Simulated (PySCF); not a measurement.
## Circular dichroism: `InChI=1S/C5H12BFSi/c1-4(2)5(7)3-8(5)6/h4,8H,3,6H2,1-2H3/t5-,8+/m1/s1`

Geometry (Å), atoms numbered from 1 in this order:
```xyz
20

B     3.2767    1.1196   -0.2898
Si    1.7974    0.1713   -1.0077
C     1.1366   -1.3991   -0.1090
C     0.2864   -0.2069    0.1609
F     0.4064    0.2796    1.4486
C    -1.1435   -0.1430   -0.3214
C    -2.0468   -0.9853    0.5828
C    -1.6252    1.3056   -0.3726
H     3.9240    1.8194   -0.9703
H     3.5654    1.0398    0.8413
H     1.2408    0.1127   -2.3678
H     0.6792   -2.1866   -0.6883
H     1.6895   -1.7730    0.7400
H    -1.1590   -0.5619   -1.3326
H    -2.0106   -0.6071    1.6018
H    -3.0753   -0.9439    0.2324
H    -1.7213   -2.0232    0.5872
H    -1.0004    1.8876   -1.0474
H    -1.5708    1.7505    0.6184
H    -2.6547    1.3547   -0.7191
```

The calculation used TDDFT CAM-B3LYP/def2-SVPD circular dichroism and optical rotation, one conformer, gas phase in PySCF. Geometry: GFN2-xTB.

The molecule is flexible and this is one conformer; a measurement averages over conformers.

Task: Assign R or S to each stereocentre.

Result: Si2 S, C4 S.

Task: List the lowest 8 singlet excitations with oscillator and rotatory strengths.

Result: Rotatory strengths R in 10⁻⁴⁰ esu² cm², velocity form and length form (origin at the centre of mass); f in length form.
| state | E (eV) | λ (nm) | f | R (velocity) | R (length) | main |
| --- | --- | --- | --- | --- | --- | --- |
| 1 | 3.87 | 320 | 0.245 | -8.3 | -6.8 | HOMO→LUMO 0.96 |
| 2 | 4.62 | 268 | 0.026 | +24.5 | +23.6 | HOMO−1→LUMO 0.66, HOMO−2→LUMO 0.27 |
| 3 | 5.24 | 237 | 0.005 | -23.7 | -22.9 | HOMO−2→LUMO 0.66, HOMO−1→LUMO 0.24 |
| 4 | 5.89 | 211 | 0.002 | +25.5 | +25.7 | HOMO−6→LUMO 0.76 |
| 5 | 6.22 | 199 | 0.006 | -3.3 | -2.4 | HOMO→LUMO+2 0.54, HOMO→LUMO+1 0.24 |
| 6 | 6.50 | 191 | 0.067 | -30.9 | -29.1 | HOMO→LUMO+1 0.61, HOMO→LUMO+2 0.18 |
| 7 | 6.79 | 183 | 0.061 | +5.4 | +3.1 | HOMO→LUMO+3 0.86 |
| 8 | 7.04 | 176 | 0.009 | +14.5 | +14.8 | HOMO−5→LUMO 0.41, HOMO−3→LUMO 0.29 |

Among the states computed, the strongest CD band (largest |R|) is state 6. The largest dissymmetry factor in size, g = 4R/(D+G), with D and G the electric and magnetic dipole strengths, is +0.14 for state 4 (velocity form, f = 0.002), among bands with |R| over 0.5. The mirror image has the same energies and oscillator strengths and all R with the opposite sign.
